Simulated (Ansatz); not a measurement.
`C[SiH](F)[GeH3]` + `[CH3][AlH][SH]` → `[CH3][AlH][S][GeH3]` + `C[SiH2]F` at 298.15 K and 1 bar (cleavage of the Ge–Si bond).

Calculated with Ansatz (gas phase, PBE0-D4/def2-TZVP geometries, no zero-point term in ΔE). CCSD(T)/CBS is the MP2 limit (def2-TZVPP, def2-QZVPP) plus CCSD(T) − MP2 in def2-TZVPP, frozen cores. This one scheme is used for every species. For Ge outer-core shells are correlated without core-valence functions, which leaves a few kJ/mol of doubt a bond. Scalar relativity is left out up to krypton. Each species was taken in one conformer, which may not be the lowest.

```json
{"species": "`C[SiH](F)[GeH3]`", "CCSD(T)/CBS energy (Eh)": "-2507.31933", "H − E (kJ/mol)": "210.8", "S (J/(mol·K))": "362.8"}
{"species": "`[CH3][AlH][SH]`", "CCSD(T)/CBS energy (Eh)": "-680.89694", "H − E (kJ/mol)": "154.0", "S (J/(mol·K))": "319.2"}
{"species": "`[CH3][AlH][S][GeH3]`", "CCSD(T)/CBS energy (Eh)": "-2758.22792", "H − E (kJ/mol)": "203.9", "S (J/(mol·K))": "390.2"}
{"species": "`C[SiH2]F`", "CCSD(T)/CBS energy (Eh)": "-430.00374", "H − E (kJ/mol)": "162.8", "S (J/(mol·K))": "286.2"}
```

H − E and S are ideal-gas, rigid-rotor, harmonic terms from PBE0-D4/def2-TZVP, for one conformer and one mirror image of each species. 1 Eh = 2625.50 kJ/mol, R = 8.31446 J/(mol·K).

**Question.** By hand: ΔE, ΔH, ΔS and ΔG.

**Answer.** ΔE = (-2758.22792) + (-430.00374) − (-2507.31933) − (-680.89694) = -0.01539 Eh = -40.4 kJ/mol. Δ(H − E) = 203.9 + 162.8 − 210.8 − 154.0 = 1.9, so ΔH = -38.5 kJ/mol. ΔS = 390.2 + 286.2 − 362.8 − 319.2 = -5.6 J/(mol·K). ΔG = -38.5 − 298.15 × (-5.6)/1000 = -36.8 kJ/mol.

**Question.** By hand: the equilibrium constant, and the temperature at which ΔG would vanish if ΔH and ΔS stayed fixed.

**Answer.** log₁₀ K = −ΔG/(RT ln 10) = 6.4. ΔG = 0 at ΔH/ΔS = 6875 K, far beyond where these terms or the molecules hold.

The number of gas molecules stays the same, so ΔS is small and ΔH decides. A doubt of 5 kJ/mol in ΔE shifts log₁₀ K by 0.9 here. Other conformers and mirror images would add mixing entropy, several J/(mol·K) or more a flexible species. Modes under 60 cm⁻¹, often nearly free rotors, make the harmonic entropy too high. These are equilibria of isolated gas molecules and say nothing of rates. Largest T1 diagnostic: 0.012 (customary marks: 0.02 for closed shells, 0.045 for open ones).
